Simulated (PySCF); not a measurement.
# One molecule, several mistakes: BH5OSi2

These are calculations, not measurements. They come from PySCF 2.14.0, an open-source quantum chemistry program, on an isolated molecule that a program drew, which may never have been made. The molecule is BH5OSi2 (charge 0, singlet), drawn as the SMILES string `[SiH]BO[SiH3]`.

Each row is a Hartree-Fock (HF) and frozen-core CCSD(T) single point in the cc-pV(D+d)Z basis, meant for a local HF minimum. Run 1 is clean. Each other run has one planted mistake out of seven kinds, and not every kind appears here: one electron removed, one electron added, multiplicity raised by two, geometry at a saddle point, minimal basis STO-3G, one bond length entered in bohr, all coordinates scaled. The reference is restricted for singlets and unrestricted otherwise, and also for a bond in bohr. Adding or removing an electron swaps singlet and doublet. Electrons count all cores. HOMO and LUMO are orbital energies over both spins, the gradient is its largest component, and the lowest frequency (negative if imaginary) is given only where the gradient is small. Bond lengths are over the 8 bonds as drawn. T1 is the CCSD diagnostic: over 0.02 (restricted) or 0.045 (unrestricted) a single reference is doubtful.

Geometry of the clean run:
```xyz
9
BH5OSi2, angstrom
Si   -2.9336    0.5973    1.2253
B    -1.2875    1.2319    2.2939
O     0.0244    1.0518    1.9923
Si    0.8397    0.2453    0.7972
H    -3.0469   -0.6803    2.0400
H    -1.5250    1.8723    3.2968
H     1.7002   -0.7819    1.4096
H    -0.1515   -0.3983   -0.1000
H     1.6550    1.2071    0.0346
```

| run | electrons | basis functions | <S^2> | HOMO (eV) | LUMO (eV) | gradient (hartree/bohr) | lowest frequency (cm^-1) | mean bond (Å) | longest bond (Å) | T1 | HF (hartree) | CCSD(T) (hartree) | mistake |
|---|---|---|---|---|---|---|---|---|---|---|---|---|---|
| 1 | 46 | 99 | 0.000 | -8.47 | 0.49 | 1.1e-05 | 74 | 1.5301 | 2.063 | 0.0158 | -680.33322 | -680.85018 | no fault |
| 2 | 46 | 99 | 1.362 | -8.80 | 0.41 | 3.2e-02 | - | 1.7143 | 3.130 | 0.0752 | -680.21375 | -680.71327 | one bond length entered in bohr |
| 3 | 46 | 99 | 2.019 | -7.98 | 0.30 | 2.8e-02 | - | 1.5301 | 2.063 | 0.0211 | -680.31683 | -680.81540 | multiplicity raised by two |
| 4 | 47 | 99 | 0.769 | -1.05 | 7.16 | 3.8e-02 | - | 1.5301 | 2.063 | 0.0191 | -680.34252 | -680.87080 | ? |
| 5 | 45 | 99 | 0.781 | -16.60 | -6.55 | 7.3e-02 | - | 1.5301 | 2.063 | 0.0258 | -680.05813 | -680.54974 | ? |

**Which mistake was planted in run 4, and what did it cost?**

It counts 47 electrons, one more than the clean run, at the same geometry and basis. So the mistake is: one electron added. Subtracting run 1 and multiplying by 627.51 kcal/mol a hartree, the energy moved by -5.8 kcal/mol in HF and -12.9 kcal/mol in CCSD(T).

**Which mistake was planted in run 5, and what did it cost?**

It counts 45 electrons, one fewer than the clean run, at the same geometry and basis. So the mistake is: one electron removed. Subtracting run 1 and multiplying by 627.51 kcal/mol a hartree, the energy moved by 172.6 kcal/mol in HF and 188.5 kcal/mol in CCSD(T).

Cautions from the logs. Run 2: T1 is over the limit, so its CCSD(T) energy is less reliable.
